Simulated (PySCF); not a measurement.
**Xe (xenon, neutral) across methods**

[Kr] 4d10 5s2 5p5 6s1, high-spin 3P determinant (an excited configuration). Calculation: PySCF 2.14, in aug-cc-pwCVTZ-DK3 with one added diffuse shell each of s, p, d, f type (11s10p8d5f1g, 125 functions); the spin-free X2C one-electron Hamiltonian (Gaussian nucleus).

```tsv
method	E (hartree)	mean ε 5p α (eV)	mean ε 5p β (eV)	mean ε 6s α (eV)	Σ⟨r²⟩ (bohr²)	⟨S²⟩
PBE	-7445.48	-12.299	-11.491	-2.199	87.55	2.003
r2SCAN	-7445.89	-12.841	-11.958	-2.247	88.70	2.005
UHF	-7442.90650	-17.150	-16.008	-3.422	92.69	2.010
PBE0	-7445.55	-13.744	-12.866	-2.593	88.25	2.004
```

Task: Estimate the same row for LDA.

Result: E (hartree) = -7439.21; mean ε 5p α (eV) = -12.386; mean ε 5p β (eV) = -11.624; mean ε 6s α (eV) = -2.326; Σ⟨r²⟩ (bohr²) = 86.53; ⟨S²⟩ = 2.001.

The outer electron is Rydberg-like, and this basis confines it to a smaller radius and binds it less than a complete one would.
